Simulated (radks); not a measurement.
Spherical quantum dot in the effective-mass picture: electrons in a well V = -V0 / (1 + exp((r - R)/a)) with V0 = 22.6, R = 2.85, a = 0.086, with a point charge +2 (a donor) at the centre, all in effective atomic units (hartree* = m*/eps^2 hartree, bohr* = eps/m* bohr), one dielectric constant everywhere. Method: non-relativistic Kohn-Sham, LDA (Slater exchange, Perdew-Wang correlation), spin-polarised, spherical densities; computed with a radial shooting solver with Libxc functionals. Levels are named by radial order and angular momentum (1s, 1p, 1d, 2s, ...), and open shells are averaged over m.

N = 17, configuration 1s2 1p6 1d(up 5, down 2) 2s2. This is the lowest configuration that the search found. Occupied and some empty levels:

level    occupation  eigenvalue (hartree*)  <r> (bohr*)
1s up             1                -15.485        1.502
1s down           1                -15.442        1.474
1p up             3                -14.948        1.912
1p down           3                -14.888        1.909
2s up             1                -14.367        1.261
2s down           1                -14.339        1.283
1d up             5                -14.331        2.025
1d down           2                -14.269        2.025
1f up             0                -13.538        2.105
1f down           0                -13.476        2.105
1g up             0                -12.579        2.169
2p up             0                -12.573        1.501
2p down           0                -12.538        1.499
1g down           0                -12.517        2.170

Energy (hartree*): total -316.976, kinetic 25.441, external -403.95, Hartree 70.387, exchange-correlation -8.8505.
